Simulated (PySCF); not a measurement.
**Deuteron quadrupole couplings in `C=[CH][AlH][CH3]`**

Compound: C₃H₇Al.
Cartesian coordinates in Å at the PBE0-D3(BJ)/def2-SVP level; atoms count from 1:
```
atom  x, y, z in Å
C1     1.867   -0.013    0.504
C2     1.188   -0.962   -0.163
Al3   -0.707   -0.742   -0.570
C4    -1.602    0.902    0.010
H5     1.384    0.915    0.840
H6     2.932   -0.100    0.754
H7     1.762   -1.854   -0.455
H8    -1.489   -1.888   -1.357
H9    -1.121    1.794   -0.426
H10   -2.667    0.929   -0.268
H11   -1.541    1.023    1.106
```

Level: PBE0/pcSseg-1 (PySCF, non-relativistic); Q(2H) = 0.00286 b; rigid geometry, the same for H and D, with no vibrational averaging.

Q: Tabulate Vzz, the asymmetry η and χzz = 234.96 MHz × Q × Vzz for every hydrogen position.

A: 
```csv
atom,bonded to,bond length (Å),Vzz (au),η,χzz (kHz)
H5,C1,1.098,0.2960,0.04,199
H6,C1,1.098,0.2973,0.03,200
H7,C2,1.100,0.2998,0.01,201
H8,Al3,1.595,0.1065,0.06,72
H9,C4,1.104,0.2994,0.04,201
H10,C4,1.101,0.3029,0.04,204
H11,C4,1.104,0.2993,0.04,201
```

Q: Average by the element that carries the hydrogen.

A: on C: 201 kHz over 6 positions, mean bond length 1.101 Å; on Al: 72 kHz over 1 position, mean bond length 1.595 Å.

Q: A static deuteron (I = 1) shows a doublet split by (3/2)χ, (3/4)χ(1 + η) and (3/4)χ(1 − η) with the field along z, y and x of the gradient. What are these for H5?

A: With |χ| = 198.9 kHz and η = 0.044: 298, 156 and 143 kHz, to first order and without motion.

One conformer (not necessarily the lowest) at the PBE0-D3(BJ)/def2-SVP geometry, without solvent, vibrations or thermal averaging. With so small a basis the couplings can be 20 % off.
